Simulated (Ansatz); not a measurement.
**Worked example: BH(CH3)I + SiH3(CH3) → BH(CH3)(SiH3) + CH3I**

Species: BH(CH3)I, singlet; SiH3(CH3) (methylsilane), singlet; BH(CH3)(SiH3), singlet; CH3I (methyl iodide) `CI`, singlet. The partners trade I for SiH3: B–I and C–SiH3 bonds give way to B–SiH3 and C–I.

Shapes, held fixed at every level: PBE0-D4/def2-TZVP. Programs: Ansatz 0.2.0. The zero-point and thermal change to 298 K, harmonic and unscaled (PBE0-D4/def2-TZVP), is -1.2 kJ/mol.

At CCSD(T)/def2-TZVPP; 1 Eh = 2625.50 kJ/mol:

| species | energy (Eh) |
| --- | --- |
| BH(CH3)I | -362.386138 |
| SiH3(CH3) | -330.690236 |
| BH(CH3)(SiH3) | -356.045396 |
| CH3I | -336.975382 |

Q: Work out ΔH(298 K) of the reaction at this level.

A: 
1. Products less reactants: (-356.045396) + (-336.975382) − [(-362.386138) + (-330.690236)] = 0.055596 Eh = +146.0 kJ/mol.
2. With the thermal change: +146.0 + (-1.2) = +144.8 kJ/mol.

Other levels give +137.2 (PBE-D4/def2-TZVPP) to +159.9 kJ/mol (MP2/def2-SVP). No measured value is set beside it here. For atoms past krypton def2 sets carry core potentials with scalar relativity. Outer-core shells of I are correlated, in sets that cover them unevenly.
